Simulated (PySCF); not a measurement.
From one molecule to another.

First species: C₈H₉N.
InChI=1S/C8H9N/c1-2-6-9-8(3-1)7-4-5-7/h1-3,6-7H,4-5H2

Second species: C₂H₈OSi₂.
InChI=1S/C2H8OSi2/c3-5-2-1-4/h1-3H,5H2,4H3/b2-1+

Levels: PBE0/def2-SVPD for dipole moment, HOMO energy, LUMO energy, HOMO–LUMO gap, static isotropic polarisability and electronic spatial extent ⟨r²⟩ about the centre of nuclear charge; TDDFT PBE0/def2-SVPD for lowest singlet excitation; TDA PBE0/def2-SVPD for lowest triplet excitation (Tamm–Dancoff); GFN2-xTB for rotational constant A and rotational constant C. Geometries: GFN2-xTB. All species are isolated and taken at one optimised geometry, non-relativistic unless stated; the electronic structure was computed with PySCF and density fitting.

Dipoles, sizes and rotational constants follow the conformer. The torsions of the flexible species, by atom-mapped SMILES:
- `[cH:1]1[cH:2][cH:3][c:4]([CH:5]2[CH2:6][CH2:7]2)[n:8][cH:9]1`: C3–C4–C5–C6 146°
- `[OH:1][SiH2:2]/[CH:3]=[CH:4]/[SiH3:5]`: O1–Si2–C3–C4 163°, H–O1–Si2–C3 179°

Values for the first species:

| Property | Result |
| --- | --- |
| Dipole moment | 1.59 D |
| HOMO energy | -6.97 eV |
| LUMO energy | -0.73 eV |
| HOMO–LUMO gap | 6.24 eV |
| Lowest singlet excitation | 4.93 eV |
| Lowest triplet excitation (Tamm–Dancoff) | 4.15 eV |
| Static isotropic polarisability | 96.3 au |
| Electronic spatial extent ⟨r²⟩ about the centre of nuclear charge | 1199 bohr² |
| Rotational constant A | 4.388 GHz |
| Rotational constant C | 1.003 GHz |

Question: Estimate the same properties for the second species, and the change in each.

Answer: 
```
                                                         property       first      second  second less first
                                                    dipole moment      1.59 D      1.27 D            -0.32 D
                                                      HOMO energy    -6.97 eV    -7.93 eV           -0.96 eV
                                                      LUMO energy    -0.73 eV    -0.90 eV           -0.17 eV
                                                    HOMO–LUMO gap     6.24 eV     7.03 eV           +0.79 eV
                                        lowest singlet excitation     4.93 eV     5.74 eV           +0.81 eV
                         lowest triplet excitation (Tamm–Dancoff)     4.15 eV     4.04 eV           -0.11 eV
                                  static isotropic polarisability     96.3 au     84.2 au           -12.1 au
electronic spatial extent ⟨r²⟩ about the centre of nuclear charge  1199 bohr²  1191 bohr²           -8 bohr²
                                            rotational constant A   4.388 GHz  12.591 GHz         +8.203 GHz
                                            rotational constant C   1.003 GHz   0.951 GHz         -0.052 GHz
```

On the first: No computed singlet falls in the visible range (750 to 380 nm, 1.65 to 3.26 eV); S1 lies 1.67 eV above its blue end. In wavenumbers S1 is 39800 cm⁻¹ (1 eV = 8065.54 cm⁻¹).

On the second: S1 lies 1.29 eV below the HOMO–LUMO gap; its leading configuration is HOMO−1→LUMO, weight 0.97. In wavenumbers S1 is 46300 cm⁻¹ (1 eV = 8065.54 cm⁻¹).
